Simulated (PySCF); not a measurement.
Compound: CH7NOSi2Te.
SMILES with atom numbers: `[O:1]=[CH:2][NH:3][SiH2:4][Te:5][SiH3:6]` (hydrogens: H7 on C2; H8 on N3; H9, H10 on Si4; H11, H12, H13 on Si6)

A GFN2-xTB structure was refined with PySCF, PBE0-D3(BJ)/def2-SVP geometry optimisation, gas phase, def2 core potentials past Kr. Its GFN2-xTB values:

| coordinate | GFN2-xTB |
| --- | --- |
| O1=C2 | 1.238 Å |
| C2–N3 | 1.330 Å |
| C2–H7 | 1.100 Å |
| N3–Si4 | 1.794 Å |
| N3–H8 | 0.979 Å |
| Si4–Te5 | 2.427 Å |
| Si4–H9 | 1.493 Å |
| Te5–Si6 | 2.523 Å |
| Si6–H11 | 1.448 Å |
| Si6–H13 | 1.438 Å |
| O1–C2–N3 | 121.6° |
| C2–N3–Si4 | 114.3° |
| N3–Si4–Te5 | 115.4° |
| Si4–Te5–Si6 | 98.0° |
| C2–N3–Si4–Te5 | 63° |
| N3–Si4–Te5–Si6 | -66° |

How do these coordinates change at the PBE0-D3(BJ)/def2-SVP level?

```
    coordinate  PBE0-D3(BJ)/def2-SVP (Å or °)  change
       Si6–H13                          1.496  +0.058
       Si4–Te5                          2.484  +0.057
       Si6–H11                          1.486  +0.038
         N3–H8                          1.014  +0.035
         C2–N3                          1.356  +0.026
         O1=C2                          1.213  -0.025
         C2–H7                          1.115  +0.015
        N3–Si4                          1.780  -0.014
        Si4–H9                          1.490  -0.003
       Te5–Si6                          2.521  -0.002
     C2–N3–Si4                          119.1    +4.8
   Si4–Te5–Si6                           93.3    -4.7
      O1–C2–N3                          122.9    +1.3
    N3–Si4–Te5                          114.5    -0.9
N3–Si4–Te5–Si6                            -79     -13
 C2–N3–Si4–Te5                             64      +1
```

The energy falls by 0.267 eV over 13 energy and gradient evaluations, the largest force component goes from 0.0297 to 3.7e-04 Eh/bohr, and the atoms move by 0.271 Å rms after alignment. Among the bonds, Si4–Te5 and Si6–H13 change most and about equally (+0.057 to +0.058 Å). Bonds longer at the end by more than 0.005 Å: 8 of 12; shorter: 2. Among the dihedrals that turn most is H9–Si4–Te5–Si6, from -174° to 166°. Rotational constants go from 1797, 1034, 708.6 to 1775, 947.4, 687.7 MHz.

The run used 139 basis functions and 96 SCF cycles in all. Time: 2.2 min; peak memory 0.56 GiB. Hardware: one thread of an Arm Neoverse V1, no GPU, shared host with 32 logical CPUs at a one-minute load of 9.6.

Whether it is a minimum is left open (no frequencies). The numbers are those of one conformer.
